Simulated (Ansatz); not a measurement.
## A barrier at the coupled-cluster level

Start structure (CH7BrSn, singlet), relaxed at PBE0-D4/def2-TZVP:

```csv
atom,x (Å),y (Å),z (Å)
Sn1,-0.2348,-2.2202,-0.2983
Br2,2.0795,-1.5446,0.3029
H3,-0.1278,-2.9904,-1.8103
H4,-0.7557,-3.2758,0.9285
H5,-1.1553,-0.7936,-0.3607
H6,0.8293,1.4207,0.3509
C7,0.0393,2.1641,0.2476
H8,0.4429,3.1553,0.4529
H9,-0.3559,2.1379,-0.7678
H10,-0.7614,1.9464,0.9543
```

The step: SnH₃Br ([Br][SnH3]) + CH₄ → CH₆Sn ([CH3][SnH3]) + HBr; bonds formed: Sn1–C7, Br2–H6; bonds broken: Sn1–Br2, H6–C7. Ansatz 0.2.0; basis: def2-TZVPP and def2-QZVPP; cores frozen in the correlated methods. Filled d shells of the heavier atoms are correlated. Core potentials replace the inner electrons of the atoms past krypton. The def2 sets are not built for correlating such inner shells, so the correlated values are less sure here. Extrapolation: Hartree–Fock as exp(−7.88 √X), correlation as X^−2.97. Energies below are by CCSD(T) at an estimated basis limit (MP2 extrapolated from triple and quadruple zeta, plus CCSD(T) − MP2 in triple zeta).

Task: What are the electronic barrier and the energy of the step, from the start structure to the end structure? (An estimate is asked for; the value comes from the calculation.)

Result: By the calculation: Barrier 245.3 kJ/mol; step energy 124.2 kJ/mol (uphill); reverse barrier, their difference, 121.1 kJ/mol. Barrier and step energy count from the start structure, the reverse barrier from the end structure.

The saddle point: One imaginary mode of 892i cm⁻¹.
```
   pair  start (Å)  saddle (Å)  end (Å)
 Sn1–C7       4.43        2.34     2.14
 Br2–H6       3.22        1.83     1.43
Sn1–Br2       2.48        3.13     4.38
  H6–C7       1.09        1.33     3.41
```

Zero-point energy (harmonic, PBE0-D4): ZPE is 174.3 kJ/mol at the start and 164.1 kJ/mol at the saddle, so the barrier goes from 245.3 to 235.1 kJ/mol.

No T1 diagnostic of these runs exceeds 0.011. The start structure is not quite a true minimum (one mode of 26i cm⁻¹).

Labels in which every atom is bracketed show which atoms are joined, not bond orders.

For scale, one of the runs: CCSD(T)/def2-TZVPP, 227 basis functions, launched by `ansatz run in.yaml --threads 8 --pin off --events-out ev --progress --plain --max-ram 19148MiB`. The run took 66 s on 8 CPU threads of a Oxide Virtual Turin-like (shared host), with 4.2 GiB of host memory at its peak.
